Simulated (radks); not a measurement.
The sulfur anion S- inside a hard spherical wall (all orbitals vanish at R), configuration held at [Ne] 3s2 3p5 and not refilled when levels cross. Calculated with a radial shooting solver on a logarithmic mesh with Libxc functionals: non-relativistic Kohn-Sham, LDA (Slater exchange, VWN5 correlation), spin-unpolarised, spherical densities, point nucleus. Eigenvalues in eV, with the zero of energy where the potential of the charges vanishes at infinity; a dash marks a level that is unbound or too diffuse for the functional's potential to be trusted. A positive occupied level is held by the wall or, in an anion where self-interaction has pushed it up, behind a barrier. The pressure on the wall is -dE/dV.

| R (bohr) | E (hartree) | kinetic (hartree) | e(2s) | e(2p) | e(3s) | e(3p) | e(4s, empty) | e(4p, empty) | pressure (GPa) |
|---|---|---|---|---|---|---|---|---|---|
| 15 | -396.82728 | 395.970 | -200.73 | -147.70 | -8.923 | 0.628 | 3.005 | 3.532 | 0.000328 |
| 8 | -396.82044 | 396.007 | -200.16 | -147.12 | -8.441 | 1.082 | 6.199 | 8.467 | 0.213 |
| 7 | -396.81075 | 396.056 | -199.65 | -146.61 | -8.043 | 1.471 | 7.869 | 10.831 | 0.724 |
| 6 | -396.78411 | 396.181 | -198.61 | -145.57 | -7.272 | 2.256 | 10.872 | 14.824 | 2.83 |
| 5 | -396.70174 | 396.544 | -196.33 | -143.27 | -5.668 | 3.976 | 16.932 | 22.299 | 13.3 |
| 4 | -396.40375 | 397.735 | -190.84 | -137.72 | -1.908 | 8.217 | 31.040 | 38.359 | 80.9 |
| 3.5 | -395.99234 | 399.226 | -185.39 | -132.20 | 1.958 | 12.662 | 45.384 | 53.844 | 225 |
| 3 | -395.08489 | 402.204 | -176.46 | -123.12 | 8.909 | 20.627 | 70.599 | 80.109 | 696 |
| 2.5 | -392.92817 | 408.524 | -161.56 | -107.89 | 22.711 | 36.109 | 118.40 | 128.18 | 2480 |
| 1.5 | -369.20455 | 464.702 | -87.831 | -30.801 | 146.65 | 162.71 | 472.34 | 459.96 | 67000 |
